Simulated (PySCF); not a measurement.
[Nd(H2O)]2+ at several levels of theory

Computed with PySCF 2.14.0 (density fitting, no spin-orbit coupling) at the geometry relaxed with PBE0:

```xyz
4
[Nd(H2O)]2+ (singlet in the valence; each metal's 4f electrons, 4 of them, lie in its core potential, out of spins and levels)
Nd    0.0000    0.0000   -0.1616
O     0.0000    0.0000    2.3133
H     0.7656    0.0000    2.9188
H    -0.7656    0.0000    2.9188
```

| level | basis | state | HOMO (eV) | gap (eV) | charge on Nd1 (e) | population of f-type functions on Nd1 (polarisation alone where 4f lies in the core) | dipole about the centre of mass (D) | largest force component (eV/Å) |
| --- | --- | --- | --- | --- | --- | --- | --- | --- |
| PBE0 | Nd lcecp-0-SVP with ECP50, O def2-SVP, H def2-SVP | singlet | – | – | 1.78 | 0.01 | 1.66 | 0.00 |
| wB97X | the same | singlet | – | – | 1.79 | 0.01 | 1.55 | 0.07 |
| M06-L | the same | singlet | – | – | 1.80 | 0.01 | 1.56 | 0.14 |

In the lcecp rows the 4f levels are missing from HOMO and gap, and the state counts the valence alone.

Charges are Mulliken's, which hang on the basis. The relaxation used the grid (50, 194), these runs (75, 302) or, all-electron (x2c bases, spin-free X2C Hamiltonian), (99, 590).

(1) What does PBE0 with Nd lcecp-0-TZVP with ECP50, O def2-TZVP, H def2-TZVP give here?

An lcecp potential fixes the number of 4f electrons, so in runs with it no electron can move into or out of that shell; real Nd(II) is rare or takes another configuration.

Answers

(1) state singlet, charge on Nd1 (e) 1.86, population of f-type functions on Nd1 (polarisation alone where 4f lies in the core) 0.01, dipole about the centre of mass (D) 1.66, largest force component (eV/Å) 0.33. Time: 3.4 s on 2 threads of AMD EPYC 7R43 64-Core Processor (Zen 3), on a shared host, from free ions and atoms.
